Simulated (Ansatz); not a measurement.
Born–Oppenheimer molecular dynamics of CH8F2Si2 (13 atoms, charge 0, multiplicity 1). It starts from a rough guess of a transition structure, not a stationary point.

These are results of Ansatz 0.2.0, UKS PBE0-D4/STO-3G, not measurements.

- ensemble: NVE (velocity Verlet)
- time step: 0.5 fs
- steps asked: 150
- starting velocities drawn for: 1000 K
- seed: 158010

First frame:

```xyz
13
Properties=species:S:1:pos:R:3
Si -1.098 -0.392 -0.165
C 0.509 -0.927 1.216
F -2.387 -0.035 -1.121
F -1.776 0.305 1.114
H -1.107 -1.796 -0.482
H 0.427 0.061 0.237
Si 0.591 1.298 -1.170
H -0.229 -1.270 1.932
H 1.239 -0.374 1.816
H 1.024 -1.787 0.799
H 1.982 0.818 -1.155
H 0.580 2.575 -0.457
H 0.244 1.525 -2.564
```

Q: How far do the bonds stretch over the last three quarters of this one trajectory? (Pairs bonded in most of those frames.)

A: 
| bond | mean (Å) | spread (Å) | shortest | longest |
| --- | --- | --- | --- | --- |
| Si1–F3 | 1.707 | 0.111 | 1.53 | 1.89 |
| Si1–F4 | 1.679 | 0.066 | 1.56 | 1.79 |
| Si1–H5 | 1.467 | 0.034 | 1.41 | 1.52 |
| Si1–Si7 | 2.266 | 0.085 | 2.11 | 2.36 |
| C2–H6 | 1.147 | 0.120 | 0.94 | 1.34 |
| C2–H8 | 1.108 | 0.025 | 1.06 | 1.15 |
| C2–H9 | 1.118 | 0.067 | 0.99 | 1.26 |
| C2–H10 | 1.107 | 0.045 | 1.02 | 1.21 |
| Si7–H11 | 1.468 | 0.077 | 1.34 | 1.57 |
| Si7–H12 | 1.456 | 0.037 | 1.39 | 1.52 |
| Si7–H13 | 1.447 | 0.043 | 1.38 | 1.52 |

Mean temperature of the second half: 3044 K. The conserved energy stayed within 1.4 meV per atom of its start (net change -0.45 meV per atom), so the integration is sound. The system heated up, since it started high on the potential surface and ran downhill. A run of 0.075 ps of so small a system gives no equilibrium averages. The orbitals stay closed-shell, which can raise the energy where a bond breaks towards radicals; this wasn't checked here. Limits of this set-up: minimal basis.

Run time: 10 min on 1 thread of Intel(R) Xeon(R) Platinum 8375C CPU @ 2.90GHz (Ice Lake), with other jobs on the host, peak memory 0.18 GiB.
